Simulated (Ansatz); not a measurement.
Two structures of GeH₆O₂, singlet, reached by relaxing down either side of one saddle point (PBE0-D4/def2-TZVP). Energies are electronic, without zero-point energy. Computed with Ansatz 0.2.0 (basis: def2-TZVPP and def2-QZVPP); correlated methods freeze the cores. Filled d shells of the heavier atoms are correlated. The def2 sets are not built for correlating such inner shells, so the correlated values are less sure here. Extrapolation: Hartree–Fock as exp(−7.88 √X), correlation as X^−2.97. First:

```csv
atom,x (Å),y (Å),z (Å)
Ge1,0.0471,0.6644,1.4808
H2,1.1406,-0.3852,1.7197
H3,-0.1328,1.4832,2.7724
H4,-1.2791,-0.0212,1.1380
H5,0.4664,1.6124,0.3516
H6,1.1604,-0.9383,-1.7661
O7,0.3434,-1.0649,-1.2682
O8,-0.5805,-0.3235,-2.0606
H9,-1.1656,-1.0268,-2.3675
```

Second:

Ge1  (-0.778, 0.611, 0.743)
H2  (3.028, -0.533, 0.147)
H3  (-0.439, 0.126, 2.158)
H4  (-2.285, 0.827, 0.539)
H5  (0.029, 1.846, 0.330)
H6  (2.329, -0.708, -0.051)
O7  (-0.265, -0.786, -0.288)
O8  (-0.508, -0.348, -1.637)
H9  (-1.111, -1.036, -1.942)
(Å)

Which bonds change from the first to the second?

H₂O₂ ([OH][OH]) + GeH₄ → GeH₄O₂ ([OH][O][GeH3]) + H₂; bonds formed: Ge1–O7, H2–H6; bonds broken: Ge1–H2, H6–O7.

Give the saddle point's structure and its height above each. (Judge from chemistry; the value comes from the calculation.)

The calculation gives: 2.117 eV above the first and 2.088 eV above the second (CCSD(T) at an estimated basis limit (MP2 extrapolated from triple and quadruple zeta, plus CCSD(T) − MP2 in triple zeta)).
```
9
angstrom
Ge -0.1209 0.5845 0.9252
H 1.5448 -0.2270 0.5423
H 0.0946 0.1783 2.3979
H -1.6450 0.5485 0.6822
H 0.4230 1.9830 0.6092
H 1.1928 -0.5121 -0.4189
O 0.0824 -0.6065 -0.7204
O -0.5854 -0.5355 -1.9857
H -0.9862 -1.4132 -2.0317
```

The T1 diagnostic stays at or below 0.016.

Labels in which every atom is bracketed show which atoms are joined, not bond orders.

For scale, one of the runs: CCSD(T)/def2-TZVPP, 194 basis functions, launched by `ansatz run in.yaml --threads 4 --pin off --events-out ev --progress --plain --max-ram 9574MiB`. The run took 61 s on 4 CPU threads of an Arm Neoverse V1 (shared host), with 2.3 GiB of host memory at its peak.
